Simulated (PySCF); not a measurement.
# Working with the constants of SnP⁺

PBE0 constants of SnP⁺, ³Σ⁻ (triplet), unpaired electrons π ↑↑ (basis Sn def2-SVPD with ECP28, P def2-SVPD; scalar-relativistic core potentials; PySCF 2.14; masses 119.9022 and 30.9738 u):

```
ωe            : 332.4 cm⁻¹
ωexe          : 0.922 cm⁻¹
Be            : 0.10682 cm⁻¹
αe            : 0.000413 cm⁻¹
De to Sn⁺ + P : 2.28 eV
```

What force constant and bond length do these constants imply?

Reduced mass μred = 24.615 u; k = 5.8918×10⁻⁷·μred·ωe² (u, cm⁻¹, mdyn/Å) = 1.60 mdyn/Å; Re = √(16.8576/(μred·Be)) (u, cm⁻¹, Å) = 2.532 Å.

Estimate the centrifugal constant D from the Kratzer relation and find the Dunham coefficient a1.

D = 4Be³/ωe² = 4.41e-08 cm⁻¹; a1 = −1 − αeωe/(6Be²) = -3.01.

These are scalar-relativistic numbers at best; spin–orbit coupling would shift them, the dissociation energy most. For an ion De counts to the pair picked by the measured ionisation energies or electron affinities, which need not be the lowest pair at this level. The state is the lowest determinant that a PBE0 search found; another state may lie lower at other levels.
